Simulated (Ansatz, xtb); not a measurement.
**Two isomers of CH2BrClSi**

Structure X: `ClC[Si]Br`, a singlet. Structure Y: `Cl[Si]CBr`, a singlet. Both are isolated molecules in the gas phase, relaxed with PBE0-D3(BJ)/def2-SVP; the shapes shown needn't be the lowest conformers.

X (Å):

```xyz
6

C     0.4802    1.1150    2.4424
Br    0.0107   -1.9675    2.4804
Cl    1.4648    2.6099    2.5098
Si    1.6442   -0.4014    2.6254
H    -0.0690    1.0937    1.4862
H    -0.2731    1.1487    3.2472
```

Y (Å):

```xyz
6

C     0.6977    0.2380    2.7364
Br    0.3769   -1.6791    2.7526
Cl    0.3484    3.0115    1.6939
Si   -0.3077    1.0465    1.3156
H     0.4109    0.6413    3.7213
H     1.7810    0.4028    2.6168
```

Problem. Estimate E(Y) − E(X) at the level CCSD(T)/def2-TZVP.

Solution. Calculated at CCSD(T)/def2-TZVP: E(Y) − E(X) = −3.2 kcal/mol, so structure Y lies lower.

Level by level:

```json
{"level": "GFN2-xTB", "geometry": "GFN2-xTB", "E(Y) − E(X) (kcal/mol)": "+1.7", "departure from the last row (kcal/mol)": "+4.9", "job, with rough time for the two": "optimisation, 0.1 s"}
{"level": "HF/STO-3G", "geometry": "GFN2-xTB", "E(Y) − E(X) (kcal/mol)": "−7.4", "departure from the last row (kcal/mol)": "−4.2", "job, with rough time for the two": "single point, 0.28 s"}
{"level": "r2SCAN-D4/def2-SVP", "geometry": "GFN2-xTB", "E(Y) − E(X) (kcal/mol)": "−2.1", "departure from the last row (kcal/mol)": "+1.1", "job, with rough time for the two": "single point, 1.6 s"}
{"level": "PBE0-D3(BJ)/def2-SVP", "geometry": "PBE0-D3(BJ)/def2-SVP", "E(Y) − E(X) (kcal/mol)": "−2.2", "departure from the last row (kcal/mol)": "+1.0", "job, with rough time for the two": "optimisation, 13 s"}
{"level": "HF/def2-TZVP", "geometry": "PBE0-D3(BJ)/def2-SVP", "E(Y) − E(X) (kcal/mol)": "−2.3", "departure from the last row (kcal/mol)": "+0.9", "job, with rough time for the two": "part of the CCSD(T) run"}
{"level": "MP2/def2-TZVP", "geometry": "PBE0-D3(BJ)/def2-SVP", "E(Y) − E(X) (kcal/mol)": "−3.4", "departure from the last row (kcal/mol)": "−0.2", "job, with rough time for the two": "part of the CCSD(T) run"}
{"level": "CCSD(T)/def2-TZVP", "geometry": "PBE0-D3(BJ)/def2-SVP", "E(Y) − E(X) (kcal/mol)": "−3.2", "departure from the last row (kcal/mol)": "", "job, with rough time for the two": "single point, 31 s"}
```

As drawn, Y has 1 Cl–Si, 1 C–Br in place of 1 C–Cl, 1 Br–Si.

GFN2-xTB puts the two in the other order. The largest departure from CCSD(T)/def2-TZVP is that of GFN2-xTB, 4.9 kcal/mol.

With harmonic frequencies from PBE0-D3(BJ)/def2-SVP (ideal gas, rigid rotor, one conformer each, 298.15 K, 1 atm): on the last row, ΔE + ΔZPE = −3.4 kcal/mol. A mode under 50 cm⁻¹ makes harmonic enthalpies and free energies unreliable, so none is given.

The correlated steps freeze 20 core orbitals; the filled d shell of Br is correlated, in a basis made for valence electrons. Codes used: Ansatz 0.2.0, xtb 6.7.1; the last row on 2 threads of Intel(R) Xeon(R) 6975P-C (Granite Rapids) on a shared host.
